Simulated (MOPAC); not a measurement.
Input file for MOPAC: PM7 on CH6OSn (SMILES [CH3][SnH2][OH]), a point of a torsion scan.

```
PM7 1SCF PRECISE CHARGE=0 THREADS=1
CH6OSn

C     -1.41402521 1     0.34642830 1     0.07255566 1
Sn     0.57795732 1    -0.41601854 1    -0.12672225 1
O      0.77577843 1    -0.51433468 1    -2.07814036 1
H     -2.03841818 1    -0.13243058 1    -0.67317872 1
H     -1.41157564 1     1.41623077 1    -0.10642123 1
H     -1.81363505 1     0.15064343 1     1.06073693 1
H      1.83281116 1     0.56280052 1     0.44938916 1
H      0.85490472 1    -1.97533616 1     0.46857325 1
H      1.61912288 1    -0.79289087 1    -2.42629246 1
```

Program output:

```
*******************************************************************************
 **                                                                           **
 **                              MOPAC v23.2.5                                **
 **                                                                           **
 *******************************************************************************
 ** MOPAC's Digital Object Identifier: https://doi.org/10.5281/zenodo.6511958 **
 **                                                                           **
 ** Please cite the open-source release paper for use of this MOPAC version:  **
 ** J. E. Moussa and J. J. P. Stewart (2026)                                  **
 ** MOPAC: An open-source semiempirical molecular orbital program             **
 ** J. Open Source Softw., 11(119), 8025, https://doi.org/10.21105/joss.08025 **
 *******************************************************************************

                              PM7 CALCULATION RESULTS

 *******************************************************************************
 *  PM7        - The PM7 Hamiltonian to be used
 *
 *
 *
 *                 CHARGE ON SYSTEM = 0
 *
 *
 *
 *  PRECISE    - TIGHTER CRITERIA TO BE USED
 *  1SCF       - DO 1 SCF AND THEN STOP
 *  THREADS=1  - MULTI-THREADING NOT USED
 *  T=         - A TIME OF 172800.0 SECONDS REQUESTED
 *  DUMP=N     - RESTART FILE WRITTEN EVERY 7200.0 SECONDS REQUESTED
 *******************************************************************************
PM7 1SCF PRECISE CHARGE=0 THREADS=1
 CH6OSn

   ATOM   CHEMICAL          X               Y               Z
  NUMBER   SYMBOL      (ANGSTROMS)     (ANGSTROMS)     (ANGSTROMS)

     1       C         -1.41402521  *   0.34642830  *   0.07255566  *
     2      Sn          0.57795732  *  -0.41601854  *  -0.12672225  *
     3       O          0.77577843  *  -0.51433468  *  -2.07814036  *
     4       H         -2.03841818  *  -0.13243058  *  -0.67317872  *
     5       H         -1.41157564  *   1.41623077  *  -0.10642123  *
     6       H         -1.81363505  *   0.15064343  *   1.06073693  *
     7       H          1.83281116  *   0.56280052  *   0.44938916  *
     8       H          0.85490472  *  -1.97533616  *   0.46857325  *
     9       H          1.61912288  *  -0.79289087  *  -2.42629246  *



          CARTESIAN COORDINATES

    NO.       ATOM           X           Y           Z

     1         C         -1.4140      0.3464      0.0726
     2        Sn          0.5780     -0.4160     -0.1267
     3         O          0.7758     -0.5143     -2.0781
     4         H         -2.0384     -0.1324     -0.6732
     5         H         -1.4116      1.4162     -0.1064
     6         H         -1.8136      0.1506      1.0607
     7         H          1.8328      0.5628      0.4494
     8         H          0.8549     -1.9753      0.4686
     9         H          1.6191     -0.7929     -2.4263

 General Reference for PM7:
 "Optimization of Parameters for Semiempirical Methods VI: More Modifications to the
 NDDO Approximations and Re-optimization of Parameters", J. J. P. Stewart, J. Mol. Mod., 1:32, 19 (2013)
 https://link.springer.com/article/10.1007/s00894-012-1667-x

           Empirical Formula: C H6 O Sn  =     9 atoms



      MOLECULAR POINT GROUP   :   C1


      RHF CALCULATION, NO. OF DOUBLY OCCUPIED LEVELS = 10



 ALL CONVERGERS ARE NOW FORCED ON
 SHIFT=10, PULAY ON, CAMP-KING ON
 AND ITERATION COUNTER RESET



 -------------------------------------------------------------------------------
 PM7 1SCF PRECISE CHARGE=0 THREADS=1
 CH6OSn



     1SCF WAS SPECIFIED, SO BFGS WAS NOT USED
     SCF FIELD WAS ACHIEVED


                              PM7 CALCULATION
                                                       MOPAC v23.2.5 Linux




          FINAL HEAT OF FORMATION =        -37.45549 KCAL/MOL =    -156.71379 KJ/MOL


          COSMO AREA              =        112.53 SQUARE ANGSTROMS
          COSMO VOLUME            =        101.21 CUBIC ANGSTROMS

          IONIZATION POTENTIAL    =         10.445157 EV
          HOMO LUMO ENERGIES (EV) =        -10.445  2.252
          NO. OF FILLED LEVELS    =         10
          MOLECULAR WEIGHT        =        152.7478         POINT GROUP:  C1

          MOLECULAR DIMENSIONS (Angstroms)

            Atom       Atom       Distance
            H     9    H     6     4.98332
            H     5    H     8     3.70492
            H     4    H     7     3.54329


          SCF CALCULATIONS        =          1





   ATOM   CHEMICAL          X               Y               Z
  NUMBER   SYMBOL      (ANGSTROMS)     (ANGSTROMS)     (ANGSTROMS)

     1       C         -1.41402521  *   0.34642830  *   0.07255566  *
     2      Sn          0.57795732  *  -0.41601854  *  -0.12672225  *
     3       O          0.77577843  *  -0.51433468  *  -2.07814036  *
     4       H         -2.03841818  *  -0.13243058  *  -0.67317872  *
     5       H         -1.41157564  *   1.41623077  *  -0.10642123  *
     6       H         -1.81363505  *   0.15064343  *   1.06073693  *
     7       H          1.83281116  *   0.56280052  *   0.44938916  *
     8       H          0.85490472  *  -1.97533616  *   0.46857325  *
     9       H          1.61912288  *  -0.79289087  *  -2.42629246  *

                             CARTESIAN COORDINATES

   1    C       -1.414025210     0.346428300     0.072555660
   2   Sn        0.577957320    -0.416018540    -0.126722250
   3    O        0.775778430    -0.514334680    -2.078140360
   4    H       -2.038418180    -0.132430580    -0.673178720
   5    H       -1.411575640     1.416230770    -0.106421230
   6    H       -1.813635050     0.150643430     1.060736930
   7    H        1.832811160     0.562800520     0.449389160
   8    H        0.854904720    -1.975336160     0.468573250
   9    H        1.619122880    -0.792890870    -2.426292460


           Empirical Formula: C H6 O Sn  =     9 atoms



      MOLECULAR POINT GROUP   :   C1


                  EIGENVALUES
 -26.18258 -23.38914 -15.51873 -14.00109 -13.53646 -12.90778 -12.16639 -11.53977
 -10.77532 -10.44516   2.25160   3.70154   5.03542   5.09557   6.48203   6.57257
   7.22689   8.02794


              NET ATOMIC CHARGES AND DIPOLE CONTRIBUTIONS

  ATOM NO.   TYPE          CHARGE      No. of ELECS.   s-Pop       p-Pop
    1          C          -0.807220        4.8072     1.05149     3.75573
    2         Sn           1.126698        2.8733     0.80764     2.06566
    3          O          -0.961541        6.9615     1.78387     5.17767
    4          H           0.166791        0.8332     0.83321
    5          H           0.157506        0.8425     0.84249
    6          H           0.149299        0.8507     0.85070
    7          H          -0.093365        1.0934     1.09336
    8          H          -0.092840        1.0928     1.09284
    9          H           0.354673        0.6453     0.64533
 DIPOLE           X         Y         Z       TOTAL
 POINT-CHG.     2.581    -0.868     4.228     5.029
 HYBRID        -0.806     0.313    -1.563     1.786
 SUM            1.775    -0.555     2.665     3.250


          ATOMIC ORBITAL ELECTRON POPULATIONS

     Atom    s        px        py        pz
    1  C   1.05149   1.35169   1.21936   1.18468
    2 Sn   0.80764   0.72888   0.85924   0.47754
    3  O   1.78387   1.55291   1.93776   1.68700
    4  H   0.83321
    5  H   0.84249
    6  H   0.85070
    7  H   1.09336
    8  H   1.09284
    9  H   0.64533

 **********************
 *                    *
 * JOB ENDED NORMALLY *
 *                    *
 **********************




 == MOPAC DONE ==
```

The run finished.

Cost: about 0.08 core-seconds (a rough figure).
